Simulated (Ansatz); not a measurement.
Ideal-gas functions of `F[SiH]([AlH2])S` at 600 K and 1 bar, from an Ansatz frequency run at PBE0-D4/def2-TZVP.

Molar mass 110.16 g/mol, point group C1 (symmetry number 1), electronic degeneracy 1, moments of inertia 118.759, 196.664, 274.059 u Å². Harmonic wavenumbers (cm⁻¹, unscaled): 130, 143, 190, 287, 368, 398, 429, 492, 563, 609, 706, 741, 808, 890, 1927, 1945, 2208, 2697.

Use S(trans) = R[1.5 ln M + 2.5 ln T − 1.1517]; rotational temperatures θ = 24.2544 K / I; S(rot) = R[ln(√π/σ · √(T³/θAθBθC)) + 1.5]; for each mode x = 1.438777 ν̃/T, S = R[x/(eˣ − 1) − ln(1 − e⁻ˣ)] and H = RT x/(eˣ − 1); 1 cm⁻¹ = 0.0119627 kJ/mol; R = 8.31446 J/(mol·K).

Question: By hand: the entropy, in J/(mol·K).

Answer: Translation 182.0. Rotation: θ = 0.2042, 0.1233, 0.0885 K, giving 122.4. Vibration, mode by mode: 18.04, 17.25, 14.92, 11.58, 9.62, 9.01, 8.44, 7.41, 6.42, 5.87, 4.86, 4.55, 4.00, 3.43, 0.46, 0.45, 0.26, 0.10, in all 126.7. Electronic 0.0. Sum 431.1 J/(mol·K).

Question: By hand: H − E and G − E in kJ/mol, counted from the electronic energy.

Answer: Zero-point energy ½ × 15531 × 0.0119627 = 92.9; thermal vibration 39.4; translation, rotation and pV give 4 RT = 20.0. H − E = 152.3 kJ/mol, and G − E = 152.3 − 600 × 431.1/1000 = -106.4 kJ/mol.

Vibration gives 29 % of the entropy, 35.3 J/(mol·K) of it from the modes under 150 cm⁻¹: soft modes count most, and the harmonic formula is weakest for them. The sum counts one conformer and one mirror image; others add a mixing term.
